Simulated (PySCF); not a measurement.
A structure optimised at PBE-D3(BJ)/def2-SVP, used in a PySCF frequency run:

```
C
C 1 1.3459
F 2 1.3641 1 118.04
H 1 1.1014 2 117.69 3 180.00
C 2 1.4900 1 130.21 4 0.00
H 5 1.1046 2 111.14 1 0.00
H 5 1.1102 6 109.08 2 121.80
H 5 1.1102 6 109.08 7 116.39
Si 1 1.8642 4 120.31 2 180.00
F 9 1.6441 1 106.98 4 0.00
H 9 1.5019 10 107.79 1 120.76
H 9 1.5019 11 109.82 10 -117.17
```
Charge 0, spin multiplicity 1.

Question: Write its SMILES, formula and point group.

Answer: C/C(F)=C/[SiH2]F, C₃H₆F₂Si, Cs

Question: What are its rotational constants (standard atomic weights)?

Answer: 7.4010, 1.3217, 1.1450 GHz
